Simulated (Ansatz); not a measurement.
One geometry of the cluster AlF3, several levels of theory.

```yaml
crystal:
  periodic: [false, false, false]
  atoms:
    - {symbol: Al, position_ang: [-0.417760, -0.416271, -1.139113]}
    - {symbol: F, position_ang: [0.371451, 0.156775, 1.273526]}
    - {symbol: F, position_ang: [1.290582, -0.262910, -0.388518]}
    - {symbol: F, position_ang: [-1.244271, 0.522406, 0.254105]}
basis:
  gaussian: {orbitals: def2-TZVP, initial_orbitals: start.molden}
magnetization: {spin_polarized: true, initial_magnetization: 4}
hamiltonian: {xc: hf}
scf: {omitted_lower_state_checks: [starts]}
output: {orbitals: {seedname: orbitals}}
```

The file start.molden holds the orbitals of an earlier run on this structure, at another level or in another basis.

```sh
$ ansatz run in.yaml --threads 4 --pin off --events-out ev --progress --plain --max-ram 3916MiB
```

Shortened log:

```
Functional definition: HF
908 factors; their error is unknown
mean field evaluation 1: about -14696.0962 eV, gradient 2.2e1 eV
mean field evaluation 2: about -14697.0650 eV, gradient 1.1e0 eV
mean field evaluation 4: about -14697.1279 eV, gradient 4.3e-1 eV
mean field evaluation 8: about -14698.0878 eV, gradient 4.2e-1 eV
mean field -14698.32223915 eV, -540.1533794082 hartree, gradient 2.0e-5 eV, S^2 6.017240; 0 other end points of the search recorded, 0 dependent functions left out
reference -14698.32223915 eV, -540.1533794082 hartree; 22, 18 occupied and 108, 112 virtual orbitals, 908 factors
Total energy: -14698.32223915 eV, -540.1533794082 hartree
Checks for a lower state left out: starts
```

Run time 3 s (4 threads of Arm Neoverse N1 on a shared host).

As the first input, with `gaussian: {orbitals: def2-TZVPP, initial_orbitals: start.molden}`, `correlation: {method: ccsd_t}`, `scf: {omitted_lower_state_checks: [starts, cluster_reference]}` and without the key `hamiltonian` (abridged; 88 s):

```
Functional definition: HF
mean field evaluation 16: about -14698.3288 eV, gradient 2.9e-6 eV
mean field -14698.32875819 eV, -540.1536189785 hartree, gradient 2.9e-6 eV, S^2 6.017254
8 core orbitals not correlated: weight in the atoms' cores, before any rotation towards them, 1.000 or more for the frozen orbitals, at most 0.000 for the correlated occupied ones
second order -19.26569893 eV of doubles, -0.00000000 eV of singles
cycle   1  -19.42497040 eV  change   -1.6e-1 eV  update   1.2e-1
cycle   2  -19.89448586 eV  change   -4.7e-1 eV  update   4.5e-2
cycle   3  -20.11126192 eV  change   -2.2e-1 eV  update   4.6e-2
cycle   4  -20.18540284 eV  change   -7.4e-2 eV  update   3.0e-2
cycle   5  -20.25283695 eV  change   -6.7e-2 eV  update   1.9e-2
cycle   6  -20.30337932 eV  change   -5.1e-2 eV  update   9.0e-3
cycle   7  -20.31315954 eV  change   -9.8e-3 eV  update   3.8e-3
cycle   8  -20.31365915 eV  change   -5.0e-4 eV  update   2.7e-3
cycle   9  -20.31671066 eV  change   -3.1e-3 eV  update   1.9e-3
[...]
cycle  13  -20.31711601 eV  change    2.1e-4 eV  update   4.3e-4
cycle  14  -20.31734090 eV  change   -2.2e-4 eV  update   3.1e-4
cycle  15  -20.31743706 eV  change   -9.6e-5 eV  update   2.1e-4
cycle  16  -20.31722874 eV  change    2.1e-4 eV  update   1.3e-4
cycle  17  -20.31722751 eV  change    1.2e-6 eV  update   9.8e-5
cycle  18  -20.31731285 eV  change   -8.5e-5 eV  update   7.3e-5
cycle  19  -20.31736351 eV  change   -5.1e-5 eV  update   6.0e-5
cycle  20  -20.31743521 eV  change   -7.2e-5 eV  update   5.0e-5
cycle  21  -20.31745084 eV  change   -1.6e-5 eV  update   4.0e-5
cycle  22  -20.31740032 eV  change    5.1e-5 eV  update   2.7e-5
cycle  23  -20.31733115 eV  change    6.9e-5 eV  update   1.9e-5
cycle  24  -20.31730598 eV  change    2.5e-5 eV  update   1.3e-5
perturbative correction -0.70716762 eV, -0.0259879307 hartree
Total energy: -14719.35323179 eV, -540.9262541322 hartree
Checks for a lower state left out: starts, cluster_reference
```

First input, but with `hamiltonian: {xc: {text: "exchange = 0.50*pbe_x + 0.50*exact_x\ncorrelation = pbe_c"}}` (abridged; 6 s):

```
Functional definition: unnamed
mean field -14733.56834915 eV, -541.4486500598 hartree, gradient 2.2e-5 eV, S^2 6.024844
Total energy: -14733.56836804 eV, -541.4486507540 hartree
Checks for a lower state left out: starts
```

Geometry: PBE-D4/def2-TZVP.

Correlated methods freeze 8 core orbitals. At CCSD(T)/def2-TZVPP T1 of the charge 0 quintet is large (up to 0.051), so the single-reference result is doubtful. In the quintet geometry the species has come apart into loosely held pieces. In the quintet, F2 and F3 lie 1.95 Å apart, F2 and F4 lie 1.95 Å apart (atoms count from 1), so these atoms are partly bonded to each other. At PBE0-D4/def2-TZVP a singlet of charge 0 lies 13.19 eV below the quintet, each at its own geometry. The structure comes from a short search, and lower isomers may exist.
